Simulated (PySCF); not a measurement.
Isomers of C6H11F3, one GFN2-xTB conformer each. Single-point energies are computed at PBE0/pcSseg-1 (PySCF, gas phase, no added dispersion term), electronic only.

Question: Rank them by PBE0/pcSseg-1 energy, lowest first (kcal/mol).
A. `[CH3:1][CH2:2][C@@H:3]([CH3:4])[C@H:5]([F:6])[CH:7]([F:8])[F:9]` with C1–C2–C3–C4 170°, C2–C3–C5–F6 -62°, C3–C5–C7–F8 -156°
B. `[CH3:1][CH2:2][CH2:3][CH2:4][CH2:5][C:6]([F:7])([F:8])[F:9]` with C1–C2–C3–C4 180°, C2–C3–C4–C5 180°, C3–C4–C5–C6 180°

Answer: B (0.0), A (16.7).

GFN2-xTB itself gives, in the same order: 0.0, 9.2. Both levels put the same isomer lowest.

Q: Which frontier levels, dipoles and rotational constants go with these structures?

A: 
```csv
SMILES,"HOMO (eV, PBE0/pcSseg-1)",LUMO (eV),dipole (D),"A, B, C (MHz)"
CCCCCC(F)(F)F,-9.31,1.29,2.60,"4412, 547.2, 540.7"
CC[C@@H](C)[C@H](F)C(F)F,-9.05,1.30,1.86,"2205, 993.5, 932.4"
```
